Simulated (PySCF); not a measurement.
Run record: geometry optimisation, `CC[C@H](CCCl)[O][GeH3]`.

Computed with PBE0-D3(BJ)/def2-SVP geometry optimisation, gas phase (PySCF 2.14.0). Start geometry: GFN2-xTB. The command runs a driver script over a list of jobs; the input below is this job's line of settings and its coordinates in Å.

Command:
```bash
OMP_NUM_THREADS=1 python probes_run.py task.json out
```

Input:
```
{"job": {"xc": "PBE0", "basis": "def2-SVP", "d3": "d3bj", "grid": 1, "shake": 0.01, "kind": "geom"}, "charge": 0, "multiplicity": 1}
C     -0.291980     2.618200     0.542520
C     -0.705500     1.332860     1.215830
C     -0.360330     0.119370     0.350500
C     -0.957750    -1.148350     0.922650
C     -0.488530    -2.421300     0.243440
Cl    -0.556100    -2.256640    -1.516610
O      1.070930    -0.001110     0.315270
Ge     2.047250    -0.398750    -1.094750
H     -0.549080     3.495800     1.198220
H     -0.853910     2.756300    -0.390280
H      0.745780     2.648440     0.336940
H     -1.768020     1.324570     1.419620
H     -0.200620     1.258340     2.159620
H     -0.754610     0.286710    -0.645880
H     -0.766890    -1.238000     1.991710
H     -2.072300    -1.050690     0.811170
H     -1.085850    -3.269590     0.524260
H      0.550690    -2.589890     0.512490
H      1.344200     0.060940    -2.334010
H      2.316970    -1.868850    -1.124990
H      3.264470     0.363920    -0.802930
```

Output:
```
step   0  E = -2809.46221492  max force = 0.037961
step   1  E = -2809.47315626  max force = 0.010528
step   2  E = -2809.47432019  max force = 0.003075
step   3  E = -2809.47452425  max force = 0.001361
step   4  E = -2809.47468981  max force = 0.001845
step   5  E = -2809.47483697  max force = 0.001381
step   6  E = -2809.47488730  max force = 0.000937
step   7  E = -2809.47490275  max force = 0.000430
step   8  E = -2809.47490588  max force = 0.000389
optimisation converged
```

Energies in Eh; «max force» is the largest Cartesian gradient component in Eh/bohr.

Question: Give the first gradient maximum in eV/Å.

Answer: With 1 Eh/bohr = 51.422 eV/Å, 1.952 eV/Å.

Question: How much energy does the optimisation release, in kJ/mol?

Answer: E(step 0) − E(last step) = 0.012691 Eh, which is 33.3 kJ/mol.

Summary of the converged run: final energy -2809.47491 Eh after 8 steps; dipole 0.83 D.

Question: Give the final coordinates.

Answer: 0.224 Å rms from the input after alignment:
```
atom  x, y, z in Å
C1    -0.1644    2.5797    0.4838
C2    -0.7710    1.3243    1.0847
C3    -0.3645    0.0520    0.3535
C4    -1.0443   -1.1814    0.9382
C5    -0.5629   -2.4824    0.3402
Cl6   -0.8210   -2.5478   -1.4384
O7     1.0356   -0.1065    0.4208
Ge8    2.0567   -0.2305   -1.0424
H9    -0.4747    3.4808    1.0335
H10   -0.4693    2.7085   -0.5676
H11    0.9346    2.5322    0.5127
H12   -1.8724    1.3917    1.0791
H13   -0.4664    1.2259    2.1411
H14   -0.6913    0.1417   -0.7030
H15   -0.8349   -1.2252    2.0217
H16   -2.1359   -1.0885    0.8181
H17   -1.0911   -3.3466    0.7634
H18    0.5158   -2.6077    0.5012
H19    1.2744    0.3609   -2.2290
H20    2.4172   -1.7081   -1.2814
H21    3.3200    0.5871   -0.7250
```

On Intel Xeon at 2.50 GHz, one thread, no GPU, shared host with 64 logical CPUs at a one-minute load of 62, this took 9.2 min and 0.91 GiB of memory at its peak.
Labels such as C1 count atoms from 1, the log's own numbers from 0.
